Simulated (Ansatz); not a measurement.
An input meant for [CuBr2]- (CuBr₂⁻) (charge -1, triplet; atoms displaced at random, 0.08 Å in each coordinate).

```yaml
crystal:
  periodic: [false, false, false]
  atoms:
    - {symbol: Cu, position_ang: [0.081358, 0.173535, 0.060638]}
    - {symbol: Br, position_ang: [-0.036400, 0.057087, 2.319907]}
    - {symbol: Br, position_ang: [0.001420, 0.075360, -2.339777]}
basis:
  gaussian: {orbitals: def2-TZVPP, final_grid: {core_spheres: 1, valence_spheres: 1, degree: 1}}
total_charge: -1
magnetization: {spin_polarized: true, initial_magnetization: 2}
hamiltonian: {xc: {name: PBE}}
scf: {omitted_lower_state_checks: [starts]}
```

```sh
$ ansatz run in.yaml --threads 2 --pin off --events-out ev --progress --plain --max-ram 4352MiB
```

It prints (some lines left out):

```
Functional definition: PBE
1257 factors; their error is unknown
mean field evaluation 1: about -184648.7094 eV, gradient 1.7e2 eV
mean field evaluation 2: about -184317.2052 eV, gradient 4.0e2 eV
mean field evaluation 4: about -184634.6832 eV, gradient 1.1e2 eV
mean field evaluation 8: about -184707.8928 eV, gradient 9.1e0 eV
mean field evaluation 16: about -184708.2194 eV, gradient 2.1e-1 eV
mean field evaluation 32: about -185593.6597 eV, gradient 1.7e1 eV
mean field evaluation 64: about -185630.6171 eV, gradient 3.3e-5 eV
a density is far from that of the atoms, so the factors are made again for it
1389 factors; integrals over basis functions are off by at most 1.2e-4 eV
mean field evaluation 96: about -185621.5271 eV, gradient 1.5e1 eV
mean field -185631.18616175 eV, -6821.8202661073 hartree, gradient 1.7e-6 eV, S^2 9.497679; 0 other end points of the search recorded, 0 dependent functions left out
reference -185631.18618820 eV, -6821.8202670791 hartree; 51, 49 occupied and 109, 111 virtual orbitals, 1389 factors
Total energy: -185631.18618820 eV, -6821.8202670791 hartree
Checks for a lower state left out: starts
```

(1) Something in this input is off. What?

Results:

(1) The integration grid is far too coarse. Self-consistency was reached. The result belongs to that input, not to the species as meant. The highest occupied level of an anion often lies above zero with these methods, and sets without diffuse functions describe the outer electron poorly. The charge -1 triplet is spin-contaminated (final ⟨S²⟩ up to 9.50, 2.00 for a pure state).
